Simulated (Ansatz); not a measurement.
Program: Ansatz. Geometries: PBE0-D4/def2-TZVP. ΔE: electronic, gas phase. CBS: MP2 limit from def2 TZ/QZ plus the TZ coupled-cluster correction, frozen cores. Functionals use def2-TZVPP. HSE06 is defined as in plane-wave codes. def2 core potentials past Kr. For As, Sn outer-core shells are correlated without core-valence functions, which leaves a few kJ/mol of doubt a bond. Scalar relativity is left out up to krypton. One conformer a species, not always the lowest.

`[BH2][SnH2][SiH2][SiH3]` + `N[AsH2]` → `[SiH3]N[AsH2]` + `[BH2][SnH2][SiH3]`  (cleavage of the Si–Si bond)

`[BH2][SnH2][SiH2][SiH3]`:

Cartesian coordinates in Å:
```
B 0.030 -1.842 -1.750
Sn -1.515 -0.501 -0.850
Si -0.512 0.418 1.339
Si 1.580 1.361 0.904
H 0.878 -1.393 -2.460
H 0.066 -3.004 -1.478
H -2.985 -1.293 -0.478
H -1.889 0.844 -1.838
H -1.428 1.430 1.934
H -0.359 -0.699 2.313
H 2.225 1.899 2.132
H 1.442 2.463 -0.086
H 2.466 0.316 0.319
```

`N[AsH2]`:

Cartesian coordinates in Å:
```
N -0.450 0.276 0.799
As 0.481 -0.897 -0.294
H -0.594 1.196 0.407
H -1.346 -0.114 1.055
H 1.784 -0.107 -0.280
H 0.126 -0.353 -1.686
```

`[SiH3]N[AsH2]`:

Z-matrix (Å, degrees):
```
Si
N 1 1.720
H 1 1.487 2 108.3
H 1 1.491 2 112.7 3 120.6
H 1 1.487 2 109.5 3 -120.2
As 2 1.845 1 125.8 3 177.4
H 2 1.006 1 119.8 3 -18.8
H 6 1.528 2 96.8 1 -52.1
H 6 1.533 2 98.4 1 39.9
```

`[BH2][SnH2][SiH3]`:

Cartesian coordinates in Å:
```
B 0.054 -2.136 -0.425
Sn -0.969 -0.156 -0.275
Si 0.753 1.586 0.513
H 0.121 -2.860 0.522
H 0.597 -2.466 -1.436
H -2.256 -0.152 0.854
H -1.602 0.386 -1.769
H 1.883 1.665 -0.451
H 0.123 2.928 0.621
H 1.296 1.206 1.845
```

| level | ΔE (kJ/mol) |
| --- | --- |
| r2SCANh-D4 | -38.9 |
| PBE | -25.6 |
| r2SCAN0 | -41.3 |
| HSE06 | -31.6 |

What does CCSD(T)/CBS give? (An estimate is asked.)

Computed: -44.5 kJ/mol. The listed levels differ from it by 5.6, 18.9, 3.2, 12.9 kJ/mol.

Largest T1 diagnostic among the species: 0.014.

From PBE to PBE0 (25 % exact exchange), in def2-TZVPP and without D4, ΔE moves by −6.1 kJ/mol. In def2-TZVPP, CCSD(T) changes the Hartree–Fock value by +18.2 kJ/mol (the triples alone add +2.7 kJ/mol) and MP2 by +11.4 kJ/mol.
